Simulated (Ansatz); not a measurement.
The cluster NaI2, relaxed as a doublet with UKS B3LYP-D4/def2-TZVP in Ansatz, starting from the GFN1-xTB geometry. Force threshold 0.02 eV/Å.

In the def2 sets I takes a core potential; there is no spin–orbit coupling. The relaxation made no stability test and no search for a lower SCF solution. Another isomer (doublet) lies 0.54 eV lower at PBE0-D4/def2-TZVP; other spin states weren't run for this one.

Start:

```csv
atom,x (Å),y (Å),z (Å)
Na1,0.008,-0.005,-0.001
I2,-0.131,-0.292,-2.833
I3,0.123,0.298,2.833
```

```tsv
step	energy (eV)	largest force component (eV/Å)	SCF passes
1	-20626.1080	0.154	21
2	-20626.1139	0.088	22
3	-20626.1171	0.008	22
```

Force components are those of the run's own axes.

End:

Cartesian coordinates in Å:
```
Na 0.007 -0.004 0.000
I -0.133 -0.299 -2.888
I 0.126 0.303 2.888
```

By distances, no bond broke or formed. The bond that changes most is Na1–I2, from 2.85 to 2.91 Å (atoms count from 1).

No frequencies were taken in this run, so the end may be a saddle point.

Run time 6 s (4 threads of Arm Neoverse V1 on a shared host).
